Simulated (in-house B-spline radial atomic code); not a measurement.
**One electron outside the [He] 2s2 2p6 core: the sulfur ion S⁵⁺**

Computed with an all-electron radial atomic-structure program (B-spline basis), no-pair Dirac-Coulomb Hamiltonian, finite nucleus. Rungs: frozen-core Dirac-Hartree-Fock (DHF); Brueckner orbitals from the second-order correlation potential; the same with the Coulomb interaction screened by the core and the hole-particle interaction summed; Breit and QED terms from differences of relaxed Dirac-Fock atoms, where computed. Partial waves beyond l = 6 are extrapolated. The tables show a selection of states; those near core-excited levels, with erratic corrections or far from their DHF start are never shown.

Command:
```bash
python run_mb.py task.json out
```
Settings (nuclear radius in fm, box in bohr, cutoff in hartree):
```
basis_form          2
Z                   16
core_configuration  [He] 2s2 2p6
rms_radius          3.2611
mass_number         32
speed_of_light      137.036
box_radius          35.2
lmax                6
intervals           68
virtual_cutoff      512.0
```

Run time, properties included: 27 s on 1 thread of Intel(R) Xeon(R) 6975P-C, on a shared host.

Removal energies (eV):

| state | DHF | second order | screened | Breit + QED | final |
| --- | --- | --- | --- | --- | --- |
| 3s1/2 | 87.5528 | 88.0705 | 88.0663 | -0.0192 | 88.0471 |
| 3p1/2 | 74.4641 | 74.9403 | 74.9381 | -0.0156 | 74.9224 |
| 3p3/2 | 74.304 | 74.7764 | 74.7741 | -0.00853 | 74.7656 |
| 3d3/2 | 56.9574 | ? | ? | ? | ? |
| 3d5/2 | 56.9527 | 57.3706 | 57.374 | 0.000412 | 57.3744 |
| 4s1/2 | 42.8834 | 43.0549 | 43.0504 | -0.00657 | 43.0438 |
| 4p1/2 | 38.151 | 38.3208 | 38.3168 | -0.00576 | 38.311 |
| 4p3/2 | 38.0924 | 38.2612 | 38.2572 | -0.00313 | 38.2541 |
| 4d3/2 | 31.8808 | ? | ? | ? | ? |
| 4d5/2 | 31.8781 | 32.0364 | 32.0361 | 0.000167 | 32.0363 |
| 4f5/2 | 30.646 | 30.6918 | 30.6933 | - | - |
| 4f7/2 | 30.6449 | 30.6906 | 30.6921 | - | - |
| 5s1/2 | 25.4776 | 25.5512 | 25.5486 | - | - |
| 5p1/2 | 23.2524 | 23.3291 | 23.3267 | - | - |

Q: What does correlation do to 4d3/2?

A: It adds 0.1588 eV to the removal energy in second order and 0.1585 eV with screening; Breit and QED add -0.000759 eV, for a final 32.0385 eV.

Q: What does correlation do to 3d3/2?

A: It adds 0.4191 eV to the removal energy in second order and 0.4224 eV with screening; Breit and QED add -0.00148 eV, for a final 57.3784 eV.

Q: How does the lowest state compare with the NIST ionisation energy?

A: 3s1/2 is bound by 88.047 eV, without recoil; NIST lists 88.0529 ± 0.0004 eV (measured), a difference of -0.0058 eV.

Electric-dipole lines from 3s1/2 (reduced matrix elements in atomic units, length form, static core polarisation, sign of DHF taken positive):

```csv
upper,DHF,+ core polarisation,+ Brueckner,λ (nm),A (s⁻¹)
3p1/2,1.193,1.162,1.155,94.467,1.6e+09
3p3/2,1.688,1.644,1.635,93.351,1.66e+09
4p1/2,0.2036,0.2144,0.2167,24.928,3.07e+09
4p3/2,0.2823,0.2977,0.301,24.9,2.97e+09
```

Q: What radiative lifetime does 4s1/2 get from its electric-dipole decays?

A: The rates to lower computed states sum to 1.33e+10 s⁻¹, a lifetime of 0.0751 ns.

Magnetic hyperfine constants per unit nuclear g factor (MHz, nucleus as a uniformly magnetised ball; they apply to isotopes with nuclear spin):

```json
{"state": "3s1/2", "DHF": "10030", "+ core polarisation": "11220", "+ Brueckner": "11510"}
{"state": "3p1/2", "DHF": "2507", "+ core polarisation": "2850", "+ Brueckner": "2929"}
{"state": "3p3/2", "DHF": "491.3", "+ core polarisation": "497.8", "+ Brueckner": "511.1"}
{"state": "4s1/2", "DHF": "3452", "+ core polarisation": "3834", "+ Brueckner": "3900"}
{"state": "4p1/2", "DHF": "921.9", "+ core polarisation": "1040", "+ Brueckner": "1060"}
{"state": "4p3/2", "DHF": "180.8", "+ core polarisation": "179.1", "+ Brueckner": "182.3"}
```

Q: What is the static scalar polarisability of 3s1/2?

A: 2.859 bohr³: 0.07205 from the core and 2.787 from the valence electron, Pauli blocking included.
